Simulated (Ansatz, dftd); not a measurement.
Species: CH$_{3}$Te, charge 0, doublet. CH3Te (SMILES [Te]C, doublet).
B3LYP-D3(BJ)/def2-TZVP minimum from Ansatz (a program for electronic structure):
```xyz
5

Te     0.2547     0.0887    -0.2003
C     -1.3803    -0.4786     1.0935
H     -1.0225    -1.1553     1.8637
H     -2.1075    -0.9922     0.4653
H     -1.8339     0.4091     1.5241
```
Charge 0, spin multiplicity 2.

Wanted: atomisation energy (electronic, to ground-state atoms), in kcal/mol. UHF or UKS for unpaired electrons; spin-orbit terms are left out. Cores are frozen in correlated methods (noble-gas shells, and filled d and f shells in the p block). Past Kr the def2 sets carry scalar-relativistic core potentials. CBS(X,Y): correlation extrapolated as X^-3, Hartree-Fock from the larger set. A bracket is a step between two methods taken in the basis named. Where a partner has so few electrons that a lower coupled-cluster level is exact, that level stands in. Spin-orbit terms, left out, reach several kcal/mol for Br and I, and more for heavier atoms.

```
level                                                                        program  atomisation energy (kcal/mol)  difference against the last row
--------------------------------------------------------------------  --------------  -----------------------------  -------------------------------
PBE-D4/def2-TZVPD                                                     Ansatz + dftd4                          371.2                              7.3
wB97M-V/def2-TZVPD                                                            Ansatz                          363.9                              0.0
B2PLYP/def2-TZVPD                                                             Ansatz                          359.4                             -4.5
CCSD(T)/def2-TZVPP                                                            Ansatz                          355.3                             -8.6
CCSDT(Q)/def2-SVP                                                             Ansatz                          342.7                            -21.2
CCSDT(Q)/def2-TZVPP                                                           Ansatz                          355.5                             -8.4
CCSD(T)/CBS(def2-TZVPP,def2-QZVPP) + [CCSDT(Q) - CCSD(T)]/def2-SVP            Ansatz                          364.0                              0.1
CCSD(T)/CBS(def2-TZVPP,def2-QZVPP) + [CCSDT(Q) - CCSD(T)]/def2-TZVPP          Ansatz                          363.9                              0.0
```
